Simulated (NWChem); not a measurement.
C2H7BO2; SMILES COBOC

```xyz
12

B     -0.7730    -0.0090     0.0039
H     -1.8963    -0.4281     0.0034
O      0.3030    -0.8450     0.0070
C      0.1532    -2.2553    -0.0037
H     -0.9023    -2.5519    -0.0055
H      0.6401    -2.6628    -0.8967
H      0.6411    -2.6755     0.8827
O     -0.6104     1.3368    -0.0021
C      0.6750     1.9508    -0.0012
H      1.4613     1.2524    -0.3014
H      0.6483     2.7953    -0.6968
H      0.8972     2.3305     1.0027
```
Atoms are numbered in this order, from 1.

The geometry was optimised at B3LYP/6-31G* (spherical d).

Question: Give the principal values of the shielding tensors (ppm) of B1, O3, C4, O8, C9 from PBE0/pcSseg-1, GIAO (NWChem), with their diamagnetic and paramagnetic parts as GIAO splits them.

Answer: 
```
atom    σ11    σ22    σ33  isotropic  diamagnetic  paramagnetic
----  -----  -----  -----  ---------  -----------  ------------
B1     59.8   80.7   83.3       74.6        198.9        -124.3
O3     23.8  277.4  340.8      214.0        395.2        -181.1
C4     99.5   99.8  183.2      127.5        246.5        -119.0
O8     86.7  248.3  339.7      224.9        393.5        -168.6
C9    101.9  114.0  182.4      132.8        247.7        -115.0
```
